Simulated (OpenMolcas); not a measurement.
Re4+ (d3) among equal point charges was computed by CASSCF with the d shell active (OpenMolcas, ANO-RCC-VDZP on the metal). Its lowest spin-free states, and all those of the highest spin:

```tsv
2S+1	Degeneracy	E (cm-1)
4	1	0.0
4	2	9390
4	1	10256
4	1	14798
2	1	15248
2	1	15334
2	2	15975
2	1	16010
4	2	16276
2	1	21200
2	2	21408
2	1	22781
4	1	25716
4	2	26055
```

Problem. Is the site octahedral, tetrahedral or cube-like, axial, or of lower symmetry?

Solution. The states with 2S+1 = 4 have orbital degeneracies 1, 2, 1, 1, 2, 1, 2. There are pairs but no triples, so the site is axial: not cubic, but with a proper or improper axis of order three or more. The run had Re4+ among 6 point charges of -1.1 e arranged as a tetragonal octahedron (D4h), 1.86 Å from the ion, with the axial distance 1.934 Å.

Spin-orbit coupling mixes the spin-free states strongly: the lowest level takes only 66 % from its leading state, 4B1. Without dynamic correlation the repulsion within the d shell is too large (B by tens of per cent), so at a given field states of lower spin stand too high. This is an electrostatic model: the charges have no orbitals. No measured value stands beside these numbers.
